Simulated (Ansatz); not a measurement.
Calculated with Ansatz (gas phase, PBE0-D4/def2-TZVP geometries, no zero-point term in ΔE). CCSD(T)/CBS adds triple-zeta CCSD(T) − MP2 to the extrapolated MP2 energy (def2 sets, frozen cores). This one scheme is used for every species. Functionals use def2-TZVPP. Elements past krypton have def2 core potentials. For In outer-core shells are correlated without core-valence functions, which leaves a few kJ/mol of doubt a bond. One conformer a species, not always the lowest.

`[SiH3]C[CH2][InH2]` → `C[CH2][InH2]` + `[SiH2]`  (silylene formation by 1,1-elimination)

CCSD(T)/CBS gives +2.49 eV.

Another level gave +2.39 eV. Which?
A. B97M-V/def2-TZVPP
B. PBE0/def2-TZVPP
C. CAM-B3LYP/def2-TZVPP
D. r2SCANh/def2-TZVPP

A. B97M-V 2.39, PBE0 2.46, r2SCANh 2.62, CAM-B3LYP 2.32 eV.

Largest T1 diagnostic among the species: 0.014.

The D4 term adds +0.19 eV with B3LYP and +0.10 eV with PBE0; it sums over pairs of atoms, weighted by their polarisabilities, and B3LYP, whose exchange is more repulsive, gets the larger term. From PBE to PBE0 (25 % exact exchange), in def2-TZVPP and without D4, ΔE moves by +0.09 eV.

CCSD(T)/CBS has its own doubt, a few kJ/mol and more with outer-core shells, so smaller differences from it don't rank the levels.

B3LYP here is the variant with VWN-RPA as its local correlation; programs differ in this.
